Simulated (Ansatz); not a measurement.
`[SiH3]BCS[SiH3]` + `BO[SiH](S)Cl` → `[SiH3]O[SiH](S)Cl` + `BSCB[SiH3]`  (redistribution)

Program: Ansatz. Geometries: PBE0-D4/def2-TZVP. ΔE: electronic, gas phase. CCSD(T)/CBS is the MP2 limit (def2-TZVPP, def2-QZVPP) plus CCSD(T) − MP2 in def2-TZVPP, frozen cores. Functionals use def2-TZVPP. Each species was taken in one conformer, which may not be the lowest.

| level | ΔE (kJ/mol) |
| --- | --- |
| r2SCAN | -23.1 |
| HF/CBS(def2) | -20.2 |

Question: What does CCSD(T)/CBS give? (Estimate.)

Answer: The calculation gave: -22.4 kJ/mol. The listed levels differ from it by -0.7, 2.2 kJ/mol.

Largest T1 diagnostic among the species: 0.014.

In def2-TZVPP, CCSD(T) changes the Hartree–Fock value by −3.9 kJ/mol (the triples alone add −0.7 kJ/mol) and MP2 by −4.1 kJ/mol.
